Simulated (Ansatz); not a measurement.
Basis-set extrapolation for C6H4F6MgO2, SMILES `[CH3][Mg-]1[O]C(C(F)(F)F)=CC(C(F)(F)F)=[O+]1` (PBE0-D4/def2-TZVP geometry, frozen core, Ansatz). Multiplicity 1, RHF reference. For Mg the program correlates outer-core shells too, which these sets cover unevenly, so the extrapolated numbers aren't a true limit.

```csv
,def2-TZVPP,def2-QZVPP
HF,-1176.012697,-1176.064113
MP2 correlation,-3.085225,-3.370888
CCSD(T) correlation,-3.225128,not run
```

Energies in hartree. Use E(X) = E(∞) + A·exp(−7.88·√X) for Hartree–Fock and E(X) = E(∞) + B·X^(−2.97) for correlation, with X = 3 and 4, and add CCSD(T) minus MP2 of the smaller set to the MP2 limit.

Question: What is the CCSD(T) energy at the basis-set limit?

Answer: HF limit: -1176.064113 + (-0.051416) × 0.13774 = -1176.07120. MP2 limit: -3.370888 + (-0.285663) × 0.74074 = -3.58249. Higher-order term: -3.225128 − (-3.085225) = -0.13990. Total: -1179.79359 hartree, 348.7 kcal/mol below CCSD(T)/def2-TZVPP.
